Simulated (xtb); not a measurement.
C₃H₇O, doublet, at a GFN2-xTB geometry; GFN1-xTB in xtb.

The xtb input:
```
$ xtb mol.xyz --gfn 1 --uhf 1 --grad --json

# file mol.xyz
11

O     -0.05892672     1.35633054    -0.11322781
C     -0.02863471     0.02565496     0.35439911
H      0.82063304     1.73921461    -0.02733603
H      0.14012484     0.02515463     1.45324908
C     -1.32028118    -0.61414156     0.06029069
C      1.14796001    -0.75883329    -0.27258888
H      1.05098018    -0.75215105    -1.35533659
H     -2.03739428    -0.10086714    -0.54501858
H      2.09748678    -0.30189391     0.00291482
H     -1.53264840    -1.58991250     0.44633478
H      1.13796680    -1.78626957     0.07840942
```

Output, abridged:

```
   ID    Z sym.   atoms
    1    8 O      1
    2    6 C      2, 5, 6
    3    1 H      3, 4, 7-11

           -------------------------------------------------
          |                Calculation Setup                |
           -------------------------------------------------

           -------------------------------------------------
          |                 G F N 1 - x T B                 |
           -------------------------------------------------

          ...................................................
          :                      SETUP                      :
          :.................................................:
          :  # basis functions                  30          :
          :  # atomic orbitals                  30          :
          :  # shells                           22          :
          :  # electrons                        25          :
          :  # halogen bonds                     0          :
          :  max. iterations                   250          :
          :  Hamiltonian                  GFN1-xTB          :
          :  restarted?                      false          :
          :  GBSA solvation                  false          :
          :  PC potential                    false          :
          :  electronic temp.          300.0000000     K    :
          :  accuracy                    1.0000000          :
          :  -> integral cutoff          0.2500000E+02      :
          :  -> integral neglect         0.1000000E-07      :
          :  -> SCF convergence          0.1000000E-05 Eh   :
          :  -> wf. convergence          0.2000000E-04 e    :
          :  Broyden damping             0.4000000          :
          :  net charge                          0          :
          :  unpaired electrons                  1          :
          ...................................................

 iter      E             dE          RMSdq      gap      omega  full diag
   1    -14.8561615 -0.148562E+02  0.755E+00    5.38       0.0  T
   2    -14.8878912 -0.317297E-01  0.453E+00    5.69       1.0  T
   3    -14.8884231 -0.531932E-03  0.648E-01    5.88       1.0  T
   4    -14.8885657 -0.142520E-03  0.102E-01    5.84       1.0  T
   5    -14.8885921 -0.264553E-04  0.798E-03    5.81       3.8  T
   6    -14.8885924 -0.294300E-06  0.180E-03    5.81      16.8  T
   7    -14.8885924 -0.120739E-07  0.263E-04    5.81     114.5  T
   8    -14.8885924 -0.320322E-09  0.628E-05    5.81     479.9  T
   9    -14.8885924 -0.148912E-10  0.983E-06    5.81    3067.7  T

   *** convergence criteria satisfied after 9 iterations ***

         :::::::::::::::::::::::::::::::::::::::::::::::::::::
         ::                     SUMMARY                     ::
         :::::::::::::::::::::::::::::::::::::::::::::::::::::
         :: total energy             -14.732322372444 Eh    ::
         :: gradient norm              0.008790408809 Eh/a0 ::
         :: HOMO-LUMO gap              5.814340058575 eV    ::
         ::.................................................::
         :: SCC energy               -14.888592431153 Eh    ::
         :: -> electrostatic           0.045464801937 Eh    ::
         :: repulsion energy           0.159115697909 Eh    ::
         :: dispersion energy         -0.002845639200 Eh    ::
         :: halogen bond corr.         0.000000000000 Eh    ::
         :: add. restraining           0.000000000000 Eh    ::
         :: total charge               0.000000000000 e     ::
         :::::::::::::::::::::::::::::::::::::::::::::::::::::

           -------------------------------------------------
          |                Property Printout                |
           -------------------------------------------------

    * Orbital Energies and Occupations

         #    Occupation            Energy/Eh            Energy/eV
      -------------------------------------------------------------
         1        2.0000           -0.7741370             -21.0653
         2        2.0000           -0.6684058             -18.1882
         3        2.0000           -0.6441025             -17.5269
         4        2.0000           -0.6082527             -16.5514
         5        2.0000           -0.6025076             -16.3951
         6        2.0000           -0.5681804             -15.4610
         7        2.0000           -0.5531019             -15.0507
         8        2.0000           -0.5225139             -14.2183
         9        2.0000           -0.5143100             -13.9951
        10        2.0000           -0.5114744             -13.9179
        11        2.0000           -0.4810330             -13.0896
        12        2.0000           -0.4599117             -12.5148
        13        1.0000           -0.3462954              -9.4232 (HOMO)
        14                         -0.1326224              -3.6088 (LUMO)
        15                         -0.1134189              -3.0863
        16                         -0.1012703              -2.7557
        17                         -0.0947929              -2.5794
        18                         -0.0620461              -1.6884
        19                         -0.0605348              -1.6472
        20                         -0.0468886              -1.2759
        21                          0.0873810               2.3778
        22                          0.1018650               2.7719
        23                          0.1715685               4.6686
        24                          0.2514686               6.8428
       ...                                ...                  ...
        30                          0.4466503              12.1540
      -------------------------------------------------------------
                  HL-Gap            0.2136731 Eh            5.8143 eV
             Fermi-level           -0.3212813 Eh           -8.7425 eV

  Mulliken/CM5 charges         n(s)   n(p)   n(d)
     1O    -0.56568 -0.77762   1.690  4.876  0.000
     2C     0.24658  0.20198   1.005  2.749  0.000
     3H     0.33631  0.50944   0.664  0.000  0.000
     4H     0.01957  0.08295   0.980  0.000  0.000
     5C    -0.12000 -0.22395   1.067  3.053  0.000
     6C    -0.10848 -0.25662   1.022  3.087  0.000
     7H     0.04200  0.09654   0.958  0.000  0.000
     8H     0.05531  0.11256   0.945  0.000  0.000
     9H     0.02959  0.08297   0.970  0.000  0.000
    10H     0.03054  0.08466   0.969  0.000  0.000
    11H     0.03427  0.08710   0.966  0.000  0.000

Wiberg/Mayer (AO) data.
largest (>0.10) Wiberg bond orders for each atom

 ---------------------------------------------------------------------------
     #   Z sym  total        # sym  WBO       # sym  WBO       # sym  WBO
 ---------------------------------------------------------------------------
     1   8 O    1.916 --     2 C    0.954     3 H    0.882
     2   6 C    3.921 --     5 C    1.087     1 O    0.954     6 C    0.949
                             4 H    0.934
     3   1 H    0.899 --     1 O    0.882
     4   1 H    1.014 --     2 C    0.934
     5   6 C    3.206 --     2 C    1.087    10 H    0.989     8 H    0.984
     6   6 C    3.992 --     7 H    0.987    11 H    0.986     9 H    0.986
                             2 C    0.949
     7   1 H    1.010 --     6 C    0.987
     8   1 H    1.003 --     5 C    0.984
     9   1 H    1.007 --     6 C    0.986
    10   1 H    1.003 --     5 C    0.989
    11   1 H    1.008 --     6 C    0.986
 ---------------------------------------------------------------------------

Topologies differ in total number of bonds
Writing topology from bond orders to xtbtopo.mol

 dipole moment from electron density (au)
     X       Y       Z
   0.9590  -0.3316   0.3437  total (Debye):    2.723

           -------------------------------------------------
          | TOTAL ENERGY              -14.732322372444 Eh   |
          | GRADIENT NORM               0.008790408809 Eh/α |
          | HOMO-LUMO GAP               5.814340058575 eV   |
           -------------------------------------------------

normal termination of xtb
```
